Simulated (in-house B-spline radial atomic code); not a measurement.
Inner levels of strontium as electrons are removed. A shift is the extra binding of the orbital against the neutral atom ([Kr] 5s2). Computed with a radial B-spline atomic code at the basis-set limit: non-relativistic Hartree-Fock, average of the configuration, point nuclei.

This level leaves out relativity, spin-orbit splitting included, which matters for heavy ions.

| ion | configuration | shift of 1s (eV) | radius of 1s (bohr) | Σ<r²> (bohr²) | change of density at nucleus (bohr⁻³) |
| --- | --- | --- | --- | --- | --- |
| Sr27+ | [Ne] 3s1 | 1349.08 | 0.040144 | 0.438 | -61.387 |
| Sr28+ | [He] 2s2 2p6 | 1430.72 | 0.040141 | 0.2351 | -474.25 |
| Sr29+ | [He] 2s2 2p5 | 1636.24 | 0.040104 | 0.20367 | -373.88 |
| Sr30+ | [He] 2s2 2p4 | 1845.96 | 0.040065 | 0.17375 | -270.82 |
| Sr31+ | [He] 2s2 2p3 | ? | ? | ? | ? |
| Sr32+ | [He] 2s2 2p2 | ? | ? | ? | ? |
| Sr33+ | [He] 2s2 2p1 | 2500.16 | 0.03994 | 0.092138 | 54.577 |
| Sr34+ | [He] 2s2 | 2726.51 | 0.039895 | 0.067402 | 168.49 |
| Sr35+ | [He] 2s1 | 2922.92 | 0.03989 | 0.035337 | -1742.37 |
| Sr36+ | 1s2 | ? | ? | ? | ? |
| Sr37+ | 1s1 | 3763.66 | 0.039474 | 0.0020776 | -20576.5 |

Fill in the row of Sr31+.

shift of 1s (eV): 2059.87; radius of 1s (bohr): 0.040025; Σ<r²> (bohr²): 0.14524; change of density at nucleus (bohr⁻³): -165.07.

Fill in the row of Sr32+.

shift of 1s (eV): 2277.94; radius of 1s (bohr): 0.039983; Σ<r²> (bohr²): 0.11806; change of density at nucleus (bohr⁻³): -56.606.

Fill in the row of Sr36+.

shift of 1s (eV): 3121.93; radius of 1s (bohr): 0.039867; Σ<r²> (bohr²): 0.0042437; change of density at nucleus (bohr⁻³): -3719.95.
